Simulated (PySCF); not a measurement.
Radial density of Mo⁺ (molybdenum, charge +1)

UHF, [Kr] 4d5, high-spin 6S determinant. Calculation: PySCF 2.14, in def2-SVP with the def2 core potential (28 electrons) (5s3p2d1f, 31 functions); a scalar-relativistic core potential. This is the valence pseudo-density: the core potential removes the inner electrons and smooths the orbitals near the nucleus.

```tsv
r (bohr)	4πr²ρ (e/bohr)	4πr²(ρα − ρβ)
0.0355	1.378e-05	0.0000
0.0596	3.788e-05	0.0000
0.100	0.0001036	0.0000
0.169	0.0005280	0.0002
0.284	0.01767	0.0053
0.477	0.6845	0.1103
0.803	7.652	1.2173
1.35	9.406	3.0566
2.27	2.131	1.5778
3.82	0.2196	0.2156
6.43	0.003565	0.0036
```

Energies and moments cover only the electrons outside the core potential.
